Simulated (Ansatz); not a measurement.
This geometry of CH3FNSi (7 atoms, charge -1, multiplicity 1) is a first-order saddle point.

The calculation used Ansatz 0.2.0, RKS r2SCAN-D4/def2-SVP.

```xyz
7
Properties=species:S:1:pos:R:3
N 0.930 0.502 -1.196
C 0.030 0.461 -0.312
Si 0.027 -0.544 1.348
F -1.593 -0.247 1.808
H 1.654 0.567 -1.867
H -0.883 1.170 -0.405
H -0.166 -1.909 0.625
```

Task: Which two structures does it join? (They come from a converged band through this point; their orientation in space is the band's.)

Result: No bond is made or broken. The dihedral H5–N1–C2–Si3 changes from 6 to -174° by way of a nearly straight angle H5–N1–C2 (up to 178°), not by a turn about the bond.

Image 0:

```xyz
7
Properties=species:S:1:pos:R:3
N 0.822 0.755 -1.348
C -0.017 0.586 -0.377
Si 0.098 -0.542 1.188
F -1.483 -0.316 1.786
H 1.592 0.072 -1.210
H -0.891 1.289 -0.404
H -0.122 -1.844 0.364
```

Image 6:

```xyz
7
Properties=species:S:1:pos:R:3
N 1.214 0.317 -1.106
C 0.216 0.350 -0.280
Si -0.014 -0.647 1.354
F -1.636 -0.180 1.633
H 1.082 1.042 -1.830
H -0.598 1.122 -0.412
H -0.265 -2.004 0.640
```

Task: How far does it lie above each of them?

Result: 1.56 eV above the first and 1.36 eV above the second. This is the barrier of this one path; another mechanism may lie lower. Limits of this set-up: an anion without diffuse functions, the dipole of an ion depends on the origin.

Run time: 6.3 min on 1 thread of Intel(R) Xeon(R) Platinum 8488C (Sapphire Rapids), on a shared host, peak memory 0.14 GiB.
